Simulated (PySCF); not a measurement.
Potential energy curve for AsH, triplet.

UKS-PBE0 = unrestricted PBE0/cc-pVDZ (PySCF); UHF/cc-pVDZ (PySCF); UKS-LDA (SVWN5) = unrestricted LDA (SVWN5)/cc-pVDZ (PySCF 2.14.0); ROKS-TPSSh = PySCF with restricted open-shell TPSSh/cc-pVDZ.

Energies are in kJ/mol, each relative to the lowest point of its own curve near equilibrium.

```
R / Å  UKS-PBE0    UHF  UKS-LDA (SVWN5)  ROKS-TPSSh
-----  --------  -----  ---------------  ----------
1.16      223.6  218.5            227.3       223.9
1.22      142.1  136.6            146.0       142.5
1.31       62.5   57.6             66.0        62.9
1.36       35.0   30.9             37.9        35.4
1.45        7.4    5.2                …         7.5
1.47        4.2    2.6              5.4         4.4
1.53        0.0    0.0              0.0         0.0
1.58        1.3    2.9              0.3         1.2
1.61        3.9    6.3              2.2         3.6
1.68       13.7      …             10.5        13.3
1.76       30.0   37.3                …        29.3
1.90       66.2   76.5             58.2        65.3
2.06      112.5  115.8            101.4       111.7
2.30      177.6  149.7            166.1       181.7
2.54      222.4      …            221.8       245.1
2.74      244.3  171.4            256.4       291.1
3.05      261.9  175.8            289.5       349.7
3.38      269.7  177.6                …       396.8
3.76      273.3  178.4            316.9       435.4
4.17      274.7  178.7            321.1       462.8
4.60      275.2  178.9            322.9       480.7
5.36      275.5  178.9                …           —
6.19      275.5  179.0            323.9           —
```

Task: Some entries are withheld; supply them.

Result: 
- 1.45, UKS-LDA (SVWN5): 8.8
- 1.68, UHF: 18.4
- 1.76, UKS-LDA (SVWN5): 25.0
- 2.54, UHF: 165.2
- 3.38, UKS-LDA (SVWN5): 307.4
- 5.36, UKS-LDA (SVWN5): 323.7

Dashes: no converged value, or the column stops at the first point that the program doubted or that broke a chosen test of continuity, which isn't proof of a fault.

The unrestricted determinant behind UKS-PBE0 is spin-contaminated at 2.30 to 6.19 Å (<S²> up to 3.0, against 2.00 for a pure triplet). The unrestricted determinant behind UHF is spin-contaminated at 2.06 to 6.19 Å (<S²> up to 3.0, against 2.00 for a pure triplet). The unrestricted determinant behind UKS-LDA (SVWN5) is spin-contaminated at 2.54 to 6.19 Å (<S²> up to 3.0, against 2.00 for a pure triplet).
